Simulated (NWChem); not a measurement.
Molecule: HS$_{2}$, doublet; SMILES [S]S

```xyz
3

S      0.0299    -1.0521     0.0000
S      0.0674     0.9436     0.0000
H     -1.2756     1.2740     0.0000
```
Atoms are numbered in this order, from 1.

Level: PBE-D3(BJ)/def2-SVP, spin-unrestricted (NWChem), optimised geometry, unscaled harmonic frequencies. In the optimisation the excess spin sits in a" (Cs, its own frame).

Task: List the harmonic frequencies with IR intensities, and the thermochemistry.

Result: 
| frequency (cm⁻¹) | IR intensity (km/mol) |
|---|---|
| 574 | 0.6 |
| 873 | 3.8 |
| 2425 | 30.1 |

```
Property                                                                                             Result
-----------------------------------------------------------------------------------------  ----------------
zero-point energy                                                                              5.5 kcal/mol
thermal correction to the enthalpy at 298.15 K (with zero-point energy)                        8.0 kcal/mol
heat capacity Cv                                                                            7.6 cal/(mol K)
entropy at 298.15 K and 1 atm (symmetry number 1, electronic part: spin degeneracy alone)  60.9 cal/(mol K)
dipole moment                                                                                        1.68 D
```

Rigid rotor and harmonic oscillator.
